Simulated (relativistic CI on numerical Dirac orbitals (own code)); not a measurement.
Calculated levels, Ag XXXVII

Computed by Dirac-Coulomb-Breit CI, KLI orbitals optimised for each configuration, QED by a radiative potential, unscaled Slater integrals (own radial code, finite nucleus).

Configuration list (outside the closed core [Ne]): 3s, 3p, 3d, 4s, 4p, 4d, 4f, 5s, 5p, 5d, 5f, 5g, 6s, 6p, 6d. Levels of other configurations are missing.

The lowest level is 3s 2S_1/2, with 100 % of that term; Hund's rules for 3s give 2S with J = 1/2, in agreement.

```csv
No.,Configuration,Term,J,E (Ry),%,Landé g,Lifetime (s),jj configuration (%)
1,3s,2S,1/2,0.000,100,1.996,,3s (100)
2,3p,2P°,1/2,6.054,100,0.659,5.31e-11,3p1/2 (100)
3,3p,2P°,3/2,9.378,100,1.329,1.39e-11,3p3/2 (100)
4,3d,2D,3/2,17.204,100,0.795,1.08e-11,3d3/2 (100)
5,3d,2D,5/2,17.917,100,1.196,2.12e-11,3d5/2 (100)
6,4s,2S,1/2,79.702,100,1.999,1.52e-13,4s (100)
7,4p,2P°,1/2,82.197,100,0.662,1.30e-13,4p1/2 (100)
8,4p,2P°,3/2,83.542,100,1.331,1.55e-13,4p3/2 (100)
9,4d,2D,3/2,86.492,100,0.797,7.69e-14,4d3/2 (100)
10,4d,2D,5/2,86.804,100,1.198,7.58e-14,4d5/2 (100)
11,4f,2F°,5/2,88.341,100,0.854,3.60e-14,4f5/2 (100)
12,4f,2F°,7/2,88.471,100,1.141,3.63e-14,4f7/2 (100)
13,5s,2S,1/2,114.976,100,2.000,1.87e-13,5s (100)
14,5p,2P°,1/2,116.229,100,0.664,1.61e-13,5p1/2 (100)
15,5p,2P°,3/2,116.903,100,1.332,1.87e-13,5p3/2 (100)
16,5d,2D,3/2,118.343,100,0.798,1.03e-13,5d3/2 (100)
17,5d,2D,5/2,118.505,100,1.199,1.03e-13,5d5/2 (100)
18,5f,2F°,5/2,119.266,100,0.855,6.73e-14,5f5/2 (100)
19,5f,2F°,7/2,119.332,100,1.142,6.80e-14,5f7/2 (100)
20,5g,2G,7/2,119.430,100,0.887,1.24e-13,5g7/2 (100)
21,5g,2G,9/2,119.470,100,1.110,1.24e-13,5g9/2 (100)
22,6s,2S,1/2,133.644,100,2.001,2.58e-13,6s (100)
23,6p,2P°,1/2,134.359,100,0.664,2.23e-13,6p1/2 (100)
24,6p,2P°,3/2,134.744,100,1.333,2.56e-13,6p3/2 (100)
25,6d,2D,3/2,135.556,100,0.798,1.50e-13,6d3/2 (100)
26,6d,2D,5/2,135.650,100,1.199,1.51e-13,6d5/2 (100)
```

Energies count from the lowest computed level; ° marks odd parity; lifetimes are radiative, by E1, M1, E2, M2 decay to levels of this space only. Filled j subshells are mostly left out of the jj labels.

The mean weight of the leading LS term, summed over parents, in these 26 levels is 100 %, and that of the leading jj configuration (from the same eigenvectors) 100 %.

At this charge energies of transitions that change n are usually good to better than 1 %, and those within a shell (Δn = 0) to a few per cent.
